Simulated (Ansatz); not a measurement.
Gas-phase electronic energies from Ansatz, PBE0-D4/def2-TZVP geometries. CCSD(T)/CBS is the MP2 limit (def2-TZVPP, def2-QZVPP) plus CCSD(T) − MP2 in def2-TZVPP, frozen cores. This one scheme is used for every species. DFT in def2-TZVPP. For Ge outer-core shells are correlated without core-valence functions, which leaves a few kJ/mol of doubt a bond. Scalar relativity is left out up to krypton. One conformer a species, not always the lowest.

Reaction (ligand exchange at a Ge–S bond): `[SH][GeH2][Cl]` + CH₃SH → `C[S][GeH2][Cl]` + H₂S

| level | ΔE (eV) |
| --- | --- |
| B97M-V | -0.04 |
| BHLYP-D4 | -0.04 |
| CAM-B3LYP-D4 | -0.04 |
| ωB97X-V | -0.04 |
| ωB97M-V | -0.04 |
| HF/def2-SVP | 0.01 |
| CCSD(T)/def2-SVP | -0.05 |
| MP2/def2-TZVPP | -0.06 |

Q: What does CCSD(T)/CBS give? (Best estimate.)

A: Computed: -0.06 eV. The listed levels differ from it by 0.02, 0.02, 0.02, 0.02, 0.02, 0.07, 0.01, 0.00 eV.

Largest T1 diagnostic among the species: 0.010.

The D4 term adds −0.06 eV with B3LYP and −0.03 eV with PBE0; it sums over pairs of atoms, weighted by their polarisabilities, and B3LYP, whose exchange is more repulsive, gets the larger term. In def2-TZVPP, CCSD(T) changes the Hartree–Fock value by −0.07 eV (the triples alone add −0.01 eV) and MP2 by −0.09 eV. Leaving LDA and LC-ωPBE aside and taking each functional with its dispersion term where it has one, the values, not all of them listed here, spread over 0.04 eV, from revPBE-D4 to B2PLYP. LDA lies −0.04 eV from PBE without D4.

B3LYP here is the variant with VWN-RPA as its local correlation; programs differ in this.
